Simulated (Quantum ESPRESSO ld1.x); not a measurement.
All-electron atom: Tc12+ in [Ar] 3d10 4s2 4p1. Calculated with ld1.x of Quantum ESPRESSO 7.5: Dirac Kohn-Sham, revPBE, spin-unpolarised, spherical densities, point nucleus; open shells fill j = l - 1/2 first.

Spin-orbit splittings of the eigenvalues, e(l+1/2) - e(l-1/2), with zeta = 2 splitting/(2l+1) and mean radii in bohr:

| shell | occ. | splitting (eV) | zeta (eV) | <r> j=l-1/2 | <r> j=l+1/2 |
|---|---|---|---|---|---|
| 2p | 6 | 118.4 | 78.95 | 0.1270 | 0.1317 |
| 3p | 6 | 20.12 | 13.41 | 0.4056 | 0.4158 |
| 3d | 10 | 3.917 | 1.567 | 0.3905 | 0.3938 |
| 4p | 1 | 4.402 | 2.935 | 0.9819 | 0.9990 |
| 4d | 0 | 0.7792 | 0.3117 | 1.080 | 1.085 |
